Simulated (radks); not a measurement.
Charge is removed step by step from the 2p down level of the tin ion Sn3+, starting from [He] 2s2 2p(up 3, down 3) 3s2 3p6 3d10 4s2 4p6 4d10 5s1. Method: scalar-relativistic Kohn-Sham, PBE, spin-polarised, spherical densities, finite nucleus; open shells are filled with parallel spins first (spin-orbit coupling, left out, can overturn this in heavy ions); Fermi nuclear charge, rms radius 4.6519 fm; computed with a radial shooting solver on a logarithmic mesh with Libxc functionals.

removed (e),E - E(0) (eV),eigenvalue (eV),E minus straight line (eV)
0,0.000,-3961.6,0.000
0.125,495.77,-3978.6,-7.458
0.25,993.66,-3995.6,-12.793
0.375,1493.7,-4012.7,-16.002
0.5,1995.8,-4029.7,-17.079
0.625,2500.1,-4046.8,-16.021
0.75,3006.5,-4064.0,-12.824
0.875,3515.1,-4081.1,-7.485
1,4025.8,-4098.3,0.000

Removing the whole electron costs 4025.8 eV by Delta-SCF, against 3961.6 eV from minus the eigenvalue at the starting occupation. Slater's transition state (half an electron removed) gives 4029.7 eV. Integrating minus the eigenvalue over the occupation (Janak's theorem) gives 4029.8 eV. In this scalar-relativistic scheme the density is built from large components alone, so the theorem holds only approximately. The mean slope of the eigenvalue, de/dn, is 137 eV per electron.
